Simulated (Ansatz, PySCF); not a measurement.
Gas-phase reaction in SMILES: O[Si](O)(F)F + H+ → O[Si]([OH2+])(F)F
Geometries: B3LYP-D3(BJ)/def2-TZVP minima from Ansatz (an electronic-structure program), one conformer each, not searched for the lowest. Frequencies are from Ansatz or PySCF.
Geometry of the first species:
```xyz
7

O      1.5592    -0.4111    -0.1868
Si     0.0097     0.0006    -0.0100
O     -0.8955    -1.3260     0.2073
F     -0.2108     0.9984     1.2056
F     -0.4072     0.8080    -1.3029
H      1.9201    -1.1263     0.3420
H     -1.8031    -1.2425     0.5098
```

Quantity: proton affinity (0 K, with B3LYP-D3(BJ) harmonic zero-point energies), positive where the reaction releases energy, in eV. Cores are frozen in the correlated levels unless marked. Spin-orbit coupling is left out. No relativistic terms. CBS(X,Y): correlation extrapolated as X^-3; Hartree-Fock from the larger set (for Q and 5 zeta extrapolated as (X+1)exp(-9√X)).

| level | program | proton affinity (eV) |
|---|---|---|
| revPBE/def2-TZVPD | Ansatz | 7.26 |
| r2SCAN/def2-TZVPD | Ansatz | 7.21 |
| PBE0/STO-3G | Ansatz | 10.94 |
| PBE0/6-31G* | Ansatz | ? |
| PBE0/def2-SVP | Ansatz | ? |
| PBE0-D4/def2-TZVP | Ansatz + dftd4 | 7.26 |
| r2SCANh/def2-TZVPD | Ansatz | 7.21 |
| B2GP-PLYP-D3(BJ)/def2-TZVPD | Ansatz + dftd3 | 7.15 |
| SCS-MP2/STO-3G | Ansatz | 11.29 |
| SCS-MP2/cc-pV(5+d)Z | Ansatz | 7.22 |
| CCSD/STO-3G | Ansatz | 11.33 |
| CCSD/cc-pV(T+d)Z | Ansatz | 7.35 |
| CCSD/cc-pV(Q+d)Z | Ansatz | 7.27 |
| CCSD(T)/CBS(cc-pV(Q+d)Z,cc-pV(5+d)Z) | Ansatz | ? |

Question: Complete the blanks.

Answer: 
- PBE0/6-31G*, proton affinity (eV): 7.33
- PBE0/def2-SVP, proton affinity (eV): 7.42
- CCSD(T)/CBS(cc-pV(Q+d)Z,cc-pV(5+d)Z), proton affinity (eV): 7.18
